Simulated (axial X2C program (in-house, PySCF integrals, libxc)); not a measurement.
# SbN⁻: from the spin-free to the two-component result

All values were computed with an in-house relativistic program for diatomic molecules. Spin-free means the one-electron spin-free X2C Hamiltonian; two-component (2c) means X2C with spin–orbit coupling and atomic mean-field two-electron Coulomb and Gaunt terms, so the difference of the two also holds small scalar two-electron terms. Basis: Sb dyall-acv3z [12s13p9d5f1g], N dyall-av3z [7s7p3d2f] (cores contracted in-house); Gaussian nuclei, density fitting, unrestricted open shells. Masses: Sb 120.904 u, N 14.003 u.

Spin-free state: M_S = 1/2, Λ = 1 (beyond evenly filled blocks: π+α); fragments Sb- + N.

```tsv
level	Re (Å)	ωe (cm⁻¹)	De (eV)	μ (D)
HF	2.024	525.6	0.367	-1.74
CCSD	1.896	741.0	2.721	n/a
CCSD(T)	1.891	776.6	3.033	n/a
```

Correlated methods: 11 electrons correlated (number of frozen shells: Sb 4 s, 3 p, 2 d; N 1 s), 289 virtual spin orbitals or spinors in MP2, 90 natural virtuals in coupled cluster.

Dipoles are positive if N is the positive end and refer to the centre of mass.

(1) Within this multiplet, which Ω should lie lowest by the rule for regular and inverted multiplets?

Two-component determinant lowest at the distance of the search:

Ω = 1/2 (⟨Sz⟩ = -0.50, ⟨Lz⟩ = 1.00 at HF); fragments Sb- + N.

```tsv
level	Re (Å)	ωe (cm⁻¹)	De (eV)	μ (D)
HF	2.030	518.4	n/a	-1.90
CCSD	1.904	724.6	2.660	n/a
CCSD(T)	1.898	757.7	2.949	n/a
```

(2) From the two tables, how do the constants change at the CCSD(T) level (2c against spin-free)?

One determinant describes the state; a PBE0 search over occupations chose it and may have missed a lower one. De is counted from the lowest determinant-based energies of the atoms at the same level, without counterpoise correction. De is not given where an atomic determinant may have missed its ground term or J level, or where the truncated virtual space spoils (T). Coupled cluster ran in a truncated set of natural virtual spinors; the MP2 energy of the rest was added. (T) has no such correction and the atoms are truncated less, which lowers De at CCSD(T) by a hundredth of an eV or more. The determinant is spin-polarised beyond a pure state at some levels (its spin-free form has ⟨S²⟩ too high), which makes Re and μ there less reliable. The T1 diagnostic is large, a sign of multireference character. The stretched end of a curve changes character and is left out. With the outer-core shells frozen, correlated bond lengths of heavy atoms tend to come out a few hundredths of an ångström too long. Hartree–Fock gets electron affinities wrong, so its lowest charge split need not be the true one.

## Answers

(1) The open π shell holds one electron, so the multiplet is regular: Ω = Λ − 1/2 = 1/2. The PBE0 2c search agrees.

(2) At the CCSD(T) level Re rises by 0.007 Å and ωe goes down by 18.9 cm⁻¹; De changes by -0.084 eV.
